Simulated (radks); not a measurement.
Removal energies from the technetium ion Tc4+, [Kr] 4d3, by Delta-SCF beside the eigenvalue of the level emptied. Calculated with a radial shooting solver on a logarithmic mesh with Libxc functionals: non-relativistic Kohn-Sham, PBE, spin-polarised, spherical densities, point nucleus. Open shells are filled with parallel spins first.

removed from    final configuration  Delta-SCF (eV)  -eigenvalue (eV)
4d                         [Kr] 4d2          58.221            50.831
4p            [Ar] 3d10 4s2 4p5 4d3          96.440            88.144
4s            [Ar] 3d10 4s1 4p6 4d3          122.24            113.52
3d             [Ar] 3d9 4s2 4p6 4d3          320.55            300.95
